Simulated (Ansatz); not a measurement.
Computed with Ansatz on PBE0-D4/def2-TZVP structures; ΔE is electronic, products minus reactants. CCSD(T)/CBS adds triple-zeta CCSD(T) − MP2 to the extrapolated MP2 energy (def2 sets, frozen cores). DFT in def2-TZVPP. For Se outer-core shells are correlated without core-valence functions, which leaves a few kJ/mol of doubt a bond. Scalar relativity is left out up to krypton. Each species was taken in one conformer, which may not be the lowest.

Reaction (ligand exchange at the Si–C bond): `CB(S)C[SiH3]` + `NB[SeH]` → `NB[Se][SiH3]` + `CB(C)S`

```tsv
level	ΔE (kJ/mol)
PBE-D4	-51.2
r2SCAN-D4	-51.0
PBE0-D4	-51.2
ωB97M-V	-47.6
PBE	-52.2
SCS-MP2/def2-TZVPP	-48.2
CCSD(T)/def2-TZVPP	-46.9
MP2/def2-QZVPP	-51.4
```

**Question.** What does CCSD(T)/CBS give? (An estimate is asked.)

**Answer.** Ansatz gave: -50.8 kJ/mol. The listed levels differ from it by -0.4, -0.2, -0.4, 3.2, -1.4, 2.6, 3.9, -0.6 kJ/mol.

Largest T1 diagnostic among the species: 0.012.

In def2-TZVPP, CCSD(T) changes the Hartree–Fock value by +5.5 kJ/mol (the triples alone add −0.1 kJ/mol) and MP2 by +3.2 kJ/mol.
